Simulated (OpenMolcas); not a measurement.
Au5+ in a point-charge field

Au5+ among 5 point charges of -2 e arranged as a trigonal bipyramid (D3h), 2.11 Å from the ion, with the axial distance 2.194 Å.

```
Program             : OpenMolcas 26.06
Method              : CASSCF
Basis               : ANO-RCC-VDZP [7s6p4d2f]
Scalar Hamiltonian  : DKH2, point nucleus
Active space        : 6 electrons in 5 orbitals (5d)
State averaging     : 2S+1 = 5 even, 5 roots; 2S+1 = 3 even, 45 roots; 2S+1 = 1 even, 50 roots
Spin-orbit coupling : RASSI with atomic mean-field integrals over the reference wave functions
```

The lowest spin-free states (labels of D3, the rotations of D3h), above the lowest:

```csv
State,Degeneracy,E (cm-1),Free-ion L (%)
5E,2,0.0,D (100)
5E,2,351.9,D (100)
5A1,1,4649,D (100)
3A2,1,18101,H (70)
3E,2,19703,H (90)
3A2,1,20090,H (48)
3A1,1,20108,H (48)
3E,2,20818,H (100)
3E,2,21392,H (93)
3E,2,22713,H (85)
3A2,1,23225,F (38)
3E,2,23471,P (60)
3E,2,24933,F (66)
3A1,1,25199,G (77)
3A2,1,25233,G (77)
3E,2,25685,F (58)
3E,2,26068,G (64)
3A2,1,26376,P (52)
3A2,1,27025,F (60)
3A1,1,27048,F (61)
```

The lowest levels with spin-orbit coupling:

| E (cm-1) | Degeneracy | Label | 2S+1 | g |
| --- | --- | --- | --- | --- |
| 0.0 | 2 | E | 5 (75 %) | 0.00 0.00 11.41 |
| 521.7 | 1 | A1 | 5 (80 %) |  |
| 522.5 | 1 | A2 | 5 (80 %) |  |
| 983.7 | 2 | E | 5 (79 %) | 0.00 0.00 5.55 |
| 1328 | 1 | A1 | 5 (73 %) |  |
| 1340 | 2 | E | 5 (76 %) | 0.00 0.00 2.62 |
| 8204 | 2 | E | 5 (55 %) | 0.00 0.00 3.35 |
| 9048 | 2 | E | 5 (61 %) | 0.00 0.00 4.92 |
| 9471 | 1 | A1 | 5 (54 %) |  |
| 10266 | 1 | A2 | 5 |  |
| 10369 | 1 | A1 | 5 |  |
| 10371 | 1 | A2 | 5 |  |
| 11076 | 2 | E | 5 (87 %) | 0.00 0.00 2.37 |
| 13116 | 2 | E | 5 (82 %) | 0.00 0.00 6.79 |
| 14613 | 1 | A2 | 5 (79 %) |  |
| 15746 | 1 | A1 | 5 (70 %) |  |
| 16310 | 2 | E | 5 (78 %) | 0.00 0.00 3.14 |
| 19846 | 2 | E | 3 (61 %) | 0.00 0.00 8.96 |
| 20434 | 1 | A1 | 3 (59 %) |  |
| 21353 | 2 | E | 3 (61 %) | 0.00 0.00 2.01 |

Powder χT (cm3 K/mol): 4.08 at 2 K, 4.1 at 10 K, 4.21 at 50 K, 4.34 at 100 K, 4.57 at 200 K, 4.73 at 300 K. The effective moment at 300 K is 2.828 √(χT) = 6.15 μB.

An orbital doublet at a regular site is open to a Jahn-Teller distortion, which this geometry leaves out. Without dynamic correlation the repulsion within the d shell is too large (B by tens of per cent), so at a given field states of lower spin stand too high. Point charges give a weaker field than real ligands, and real ions of this kind are as a rule low spin; the high spin found here belongs to the model. The ground term spreads over less than 5000 cm-1, several times less than with real ligands, so orbital moments are less quenched and χT lies further from the spin-only value than at real sites. Point charges carry no covalency, so the field is a model and not that of real ligands. No measured value stands beside these numbers.

With an even number of electrons the g values are those of a degenerate or nearly degenerate non-Kramers pair.
